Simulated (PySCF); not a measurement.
## Spin states of KCl

Unrestricted PBE0; PySCF, spin-free X2C with a Gaussian nucleus, basis sets K x2c-TZVPall, Cl x2c-TZVPall. Outer shells of the fragments: K 4s1; Cl 3s2 3p5.

Followed along the bond (rough minima from three points):

```json
{"2Ms+1": "1", "unpaired": "none", "⟨S²⟩ at the start": "0.00", "R at minimum (Å)": "2.69", "Te (eV)": "0.00"}
{"2Ms+1": "3", "unpaired": "σ ↑, π ↑", "⟨S²⟩ at the start": "2.00", "R at minimum (Å)": "none in the scan", "Te (eV)": "≤ 4.25"}
```

Solutions found at the starting distance of 2.915 Å, counted from the lowest of them; the search is not exhaustive and high or unbound solutions are not listed, so other states can lie among these:

```
2Ms+1  unpaired   term  E (eV)  ⟨S²⟩  ⟨Lz²⟩   μ (D)
    1      none    ¹Σ⁺    0.00  0.00   0.00  -11.19
    3  σ ↑, π ↑     ³Π    4.25  2.00   1.01    2.27
    1  σ ↑, π ↓  mixed    4.26  1.00   1.01    2.44
    3      σ ↑↑    ³Σ⁺    4.43  2.00   0.00    2.33
    3      π ↑↑  mixed    5.67  2.00   2.01    0.60
    3      π ↑↑  mixed    5.74  2.00   2.01    1.14
    3  σ ↑, π ↑     ³Π    5.93  2.00   1.00    1.03
```

A term symbol is given only where ⟨S²⟩ and ⟨Lz²⟩ are close to those of a pure state; real π, δ and φ orbitals otherwise mix terms. A positive dipole means K(−)Cl(+).

Counting both spins, an empty level lies below a filled one in some of these solutions, because spin and occupation are held.
